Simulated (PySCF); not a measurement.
Input for PySCF: R-HF/3-21G on KH, a point of a bond scan (R = 2.718 Å).

```python
from pyscf import gto, scf, dft, mp
from pyscf.data.elements import chemcore

mol = gto.M(
    atom='''
    K    -0.00000000   -0.00000000   -0.11326949
    H     0.00000000    0.00000000    2.60519827
    ''',
    basis='3-21g',
    charge=0, spin=0, verbose=3, max_memory=1800)
mf = scf.RHF(mol)
mf.conv_tol = 1e-8
mf.max_cycle = 100
mf.kernel()
if not mf.converged:
    mf = mf.newton().run(mf.mo_coeff, mf.mo_occ)
```

Output:

```
converged SCF energy = -596.662385131861
```

The run converged.

Cost: around 0.06 core-seconds (rough).
